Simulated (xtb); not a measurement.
bismuth atom (Bi), quartet (GFN-xTB shapes and energies of metal compounds can be far from the true ones); GFN2-xTB in xtb 6.7.1.

Input for xtb:
```
$ xtb mol.xyz --gfn 2 --uhf 3 --ohess --json

# file mol.xyz
1

Bi     0.00000000     0.00000000     0.00000000
```

Task: Predict the main parts of the log of this xtb run.

Result: 
```
   ID    Z sym.   atoms
    1   83 Bi     1

           -------------------------------------------------
          |                Calculation Setup                |
           -------------------------------------------------

           -------------------------------------------------
          |                 G F N 2 - x T B                 |
           -------------------------------------------------

          ...................................................
          :                      SETUP                      :
          :.................................................:
          :  # basis functions                   4          :
          :  # atomic orbitals                   4          :
          :  # shells                            2          :
          :  # electrons                         5          :
          :  max. iterations                   250          :
          :  Hamiltonian                  GFN2-xTB          :
          :  restarted?                      false          :
          :  GBSA solvation                  false          :
          :  PC potential                    false          :
          :  electronic temp.          300.0000000     K    :
          :  accuracy                    1.0000000          :
          :  -> integral cutoff          0.2500000E+02      :
          :  -> integral neglect         0.1000000E-07      :
          :  -> SCF convergence          0.1000000E-05 Eh   :
          :  -> wf. convergence          0.1000000E-03 e    :
          :  Broyden damping             0.4000000          :
          :  net charge                          0          :
          :  unpaired electrons                  3          :
          ...................................................

 iter      E             dE          RMSdq      gap      omega  full diag
   1     -2.2630251 -0.226303E+01  0.502E-14    0.00       0.0  T
   2     -2.2630251  0.000000E+00  0.402E-14    0.00       0.0  T
   3     -2.2630251  0.000000E+00  0.309E-14    0.00       0.0  T

   *** convergence criteria satisfied after 3 iterations ***

         :::::::::::::::::::::::::::::::::::::::::::::::::::::
         ::                     SUMMARY                     ::
         :::::::::::::::::::::::::::::::::::::::::::::::::::::
         :: total energy              -2.263025123008 Eh    ::
         :: gradient norm              0.000000000000 Eh/a0 ::
         :: HOMO-LUMO gap              0.000000000000 eV    ::
         ::.................................................::
         :: SCC energy                -2.263025123008 Eh    ::
         :: -> isotropic ES            0.000000000000 Eh    ::
         :: -> anisotropic ES          0.000000000000 Eh    ::
         :: -> anisotropic XC          0.000000000000 Eh    ::
         :: -> dispersion              0.000000000000 Eh    ::
         :: repulsion energy           0.000000000000 Eh    ::
         :: add. restraining           0.000000000000 Eh    ::
         :: total charge               0.000000000000 e     ::
         :::::::::::::::::::::::::::::::::::::::::::::::::::::

      -----------------------------------------------------------
     |                   =====================                   |
     |                        A N C O P T                        |
     |                   =====================                   |
     |               Approximate Normal Coordinate               |
     |                Rational Function Optimizer                |
      -----------------------------------------------------------
      -----------------------------------------------------------
     |                   =====================                   |
     |                        A N C O P T                        |
     |                   =====================                   |
     |               Approximate Normal Coordinate               |
     |                Rational Function Optimizer                |
[...]
         :: total energy              -2.263025123008 Eh    ::
[...]
  q+dip:        0.000       0.000       0.000       0.000       0.000       0.000
   full:        0.000       0.000      -0.000       0.000       0.000      -0.000

           -------------------------------------------------
          |               Frequency Printout                |
           -------------------------------------------------
 vibrational frequencies (cm⁻¹)
eigval :        0.07     0.07     0.07
 reduced masses (amu)
   1:  0.00   2:  0.00   3:  0.00
 IR intensities (km·mol⁻¹)
   1:  0.00   2:  0.00   3:  0.00
 Raman intensities (Ä⁴*amu⁻¹)
   1:  0.00   2:  0.00   3:  0.00
 output can be read by thermo (or use thermo option).
 writing <g98.out> molden fake output.
 recommended (thermochemical) frequency scaling factor: 1.0
           -------------------------------------------------
          |             Thermodynamic Functions             |
           -------------------------------------------------

Kh  symmetry found (for desy threshold:  0.10E+00) used in thermo

          ...................................................
          :                      SETUP                      :
          :.................................................:
          :  # frequencies                           0      :
          :  # imaginary freq.                       0      :
          :  linear?                              true      :
          :  only rotor calc.                     true      :
          :  symmetry                               Kh      :
          :  rotational number                       1      :
          :  scaling factor                  1.0000000      :
          :  rotor cutoff                   50.0000000 cm⁻¹ :
          :  imag. cutoff                  -20.0000000 cm⁻¹ :
          :.................................................:

    mode    ω/cm⁻¹     T·S(HO)/kcal·mol⁻¹    T·S(FR)/kcal·mol⁻¹   T·S(vib)
   ------------------------------------------------------------------------
   ------------------------------------------------------------------------

   temp. (K)  partition function   enthalpy   heat capacity  entropy
                                   cal/mol     cal/K/mol   cal/K/mol   J/K/mol
 298.15  VIB   1.00                    0.000      0.000      0.000
         ROT   1.00                    0.000      0.000      0.000
         INT   1.00                    0.000      0.000      0.000
         TR   0.292E+28             1481.254      4.968     41.896
         TOT                        1481.2539     4.9681    41.8960   175.2930

       T/K    H(0)-H(T)+PV         H(T)/Eh          T*S/Eh         G(T)/Eh
   ------------------------------------------------------------------------
    298.15    0.236053E-02    0.236053E-02    0.199062E-01   -0.175456E-01
   ------------------------------------------------------------------------

         :::::::::::::::::::::::::::::::::::::::::::::::::::::
         ::                  THERMODYNAMIC                  ::
         :::::::::::::::::::::::::::::::::::::::::::::::::::::
         :: total free energy          -2.280570755060 Eh   ::
         ::.................................................::
         :: total energy               -2.263025123008 Eh   ::
         :: zero point energy           0.000000000000 Eh   ::
         :: G(RRHO) w/o ZPVE           -0.017545632052 Eh   ::
         :: G(RRHO) contrib.           -0.017545632052 Eh   ::
         :::::::::::::::::::::::::::::::::::::::::::::::::::::

optimized geometry written to: xtbopt.xyz

           -------------------------------------------------
          | TOTAL ENERGY               -2.263025123008 Eh   |
          | TOTAL ENTHALPY             -2.260664594629 Eh   |
          | TOTAL FREE ENERGY          -2.280570755060 Eh   |
          | GRADIENT NORM               0.000000000000 Eh/α |
          | HOMO-LUMO GAP               7.297456000000 eV   |
           -------------------------------------------------

normal termination of xtb
```
